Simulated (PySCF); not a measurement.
All of these have the formula C7H12O. Computed with PySCF 2.14.0, density-fitted response routines, TDDFT PBE0/def2-SVPD, vertical, gas phase, core orbitals frozen in the response. Geometries: GFN2-xTB; one conformer of each isolated species. Triplets are in the Tamm–Dancoff approximation.

A. `O=CC1CCCCC1`
B. `CO[C@]12CC[C@H](C1)C2`
C. `[C@@H]1(CC(CC1)=O)CC`
D. `C=CC1(OC)CCC1`

Lowest singlet levels (six at most, fewer where fewer were computed) with oscillator strengths:

1. 5.99 eV (f 0.005); 6.72 eV (f 0.193); 7.05 eV (f 0.012); 7.11 eV (f 0.043); 7.44 eV (f 0.002); 7.50 eV (f 0.051); T1 4.28 eV
2. 4.28 eV (f 0.000); 6.64 eV (f 0.019); 7.24 eV (f 0.002); 7.32 eV (f 0.002); 7.41 eV (f 0.023); 7.49 eV (f 0.004); T1 3.72 eV
3. 6.81 eV (f 0.001); 7.21 eV (f 0.006); 7.54 eV (f 0.010); 7.75 eV (f 0.006); 7.97 eV (f 0.011); 8.04 eV (f 0.011); T1 6.72 eV
4. 4.27 eV (f 0.000); 6.61 eV (f 0.002); 6.74 eV (f 0.019); 6.95 eV (f 0.015); 7.35 eV (f 0.004); 7.49 eV (f 0.013); T1 3.64 eV

Question: Match each spectrum to its molecule.

Answer: 1 = D, 2 = C, 3 = B, 4 = A.
- A: S1 at 4.27 eV, HOMO→LUMO (98%); S1 has the pattern of n→π* at C=O; HOMO -7.37 and LUMO -0.78 eV.
- B: S1 at 6.81 eV, HOMO→LUMO (92%); Löwdin shares by element: HOMO oxygen 48%, carbon 27% or more (atoms not listed hold the other 25%); LUMO carbon 28% or more, hydrogen 8% or more (atoms not listed hold the other 64%); HOMO -7.13 and LUMO 0.75 eV.
- C: S1 at 4.28 eV, HOMO→LUMO (98%); S1 has the pattern of n→π* at C=O; HOMO -7.06 and LUMO -0.56 eV.
- D: S1 at 5.99 eV, HOMO→LUMO (90%), HOMO-1→LUMO (8%); Löwdin shares by element: HOMO oxygen 48%, carbon 26% or more (atoms not listed hold the other 26%); LUMO carbon 63% or more, hydrogen 11% or more (atoms not listed hold the other 26%); HOMO -7.30 and LUMO 0.02 eV.
A and C have S1 within 0.01 eV of each other; their strongest listed levels stand at 6.74 eV (f 0.019) and 7.41 eV (f 0.023).
